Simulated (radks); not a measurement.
Results of a calculation; reference values are marked as such.
Task: These are the eigenvalues of the occupied orbitals of an atom or ion with whole-number occupations (Ry). Level of theory: Dirac Kohn-Sham, exchange-only B88, spin-unpolarised, spherical densities, point nucleus (a radial shooting solver on a logarithmic mesh with Libxc functionals).

| orbital | eigenvalue |
|---|---|
| 1s1/2 | -394.3146 |
| 2s1/2 | -44.22030 |
| 2p1/2 | -37.27192 |
| 2p3/2 | -36.74948 |
| 3s1/2 | -5.08482 |
| 3p1/2 | -3.20609 |
| 3p3/2 | -3.14465 |
| 3d3/2 | -0.32008 |
| 3d5/2 | -0.31529 |
| 4s1/2 | -0.29827 |

Which element is it, and in what charge state? The configuration may be excited. Open shells, if any, are shared by 2j + 1.

Result: Z = 23, vanadium, charge 0: V in [Ar] 3d3 4s2. The list shows which subshells hold electrons but not how many an open one holds; the 1s level, -197.16 hartree, gives Z - s = 19.9 by -(Z - s)^2/2, which with screening and relativity narrows Z to a few neighbours, and the depths of the outer levels then fix element, charge and occupations together.
